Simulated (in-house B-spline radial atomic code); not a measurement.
A fraction x of an electron is moved 4d → 5f in the dysprosium ion Dy³⁺, starting from [Xe] 4f9 and keeping the highest spin. Level of theory: scalar-relativistic (X2C) BHandHLYP, spin-polarised, spherical fractional occupations, Fermi nucleus of rms radius 5.2218 fm; calculated with an all-electron radial atomic-structure program (B-spline basis).

Caution: exact exchange at fractional occupations of open shells leaves self-interaction of up to several eV.

```csv
x,E(x) - E(0) (eV),4d down level (eV),5f up level (eV)
0,0.0000,-193.685,-
0.125,23.1898,-195.099,-9.040
0.25,46.5180,-196.521,-9.324
0.375,?,?,?
0.5,93.6076,-199.370,-9.844
0.625,117.3717,-200.793,-10.092
0.75,?,?,?
0.875,165.3412,-203.627,-10.573
1,189.5463,-205.036,-10.808
```

Task: What belongs in the row x = 0.375?

Result: An energy change of 69.9900 eV; 4d down at -197.945 eV, 5f up at -9.589 eV.

Task: What belongs in the row x = 0.75?

Result: An energy change of 141.2829 eV; 4d down at -202.212 eV, 5f up at -10.334 eV.

Task: Check Janak's theorem between x = 0.125 and 0.25.

Result: The slope of the energy is 186.63 eV; the orbital levels give 186.63 eV (ε of the receiving orbital less ε of the emptying one, averaged over the two points).
